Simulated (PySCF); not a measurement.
# Dipole response of Ge⁺ (germanium, charge +1)

[Ar] 3d10 4s2 4p1, 2P determinant. All numbers are calculated (PySCF 2.14, a scalar-relativistic core potential, in aug-cc-pVQZ-PP with ECP10MDF (7s6p5d3f2g, 89 functions)). Coupled (time-dependent) response in atomic units; α is the mean over directions.

```
method  mean α (bohr³)         α xx, yy, zz  C₆ (like pair)  S(−4)
 HSE06           19.04  17.66, 21.81, 17.66           109.3  138.4
M06-2X           18.62  17.58, 20.70, 17.58           103.3  137.0
```

S(−4) is the Cauchy moment in α(ω) = α(0) + S(−4) ω² + …

Spin-orbit coupling is absent.

α(iu) at M06-2X:

```tsv
u (hartree)	α(iu) (bohr³)
0	18.62
0.0500	18.29
0.100	17.36
0.200	14.52
0.300	11.54
0.500	7.173
0.750	4.317
1.00	2.887
1.50	1.602
2.00	1.050
3.00	0.5731
5.00	0.2544
```

For an ion, C₆ is the dispersion term alone; charge-induced terms of lower order in 1/R come first.

The components differ because the open shell of this determinant is not spherical; for a pure term their mean is the scalar polarisability.

Energies and moments cover only the electrons outside the core potential.
